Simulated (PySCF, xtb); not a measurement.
C2H2BF3, SMILES F/C=C\B(F)F.

GFN2-xTB (xtb 6.7.1) at its own geometry gives an orbital gap of 4.26 eV and a dipole moment of 3.13 D.

Geometry: PBE-D3(BJ)/def2-SVP. The structure was generated by enumeration; whether it is a known compound was not checked. Other conformers were not sampled.

Question: What does r2SCAN/def2-TZVP in PySCF give? (An estimate is asked for; the answer gives what the named calculation found.)

Answer: gap 5.09 eV (levels -7.44 and -2.35 eV), dipole 2.68 D.
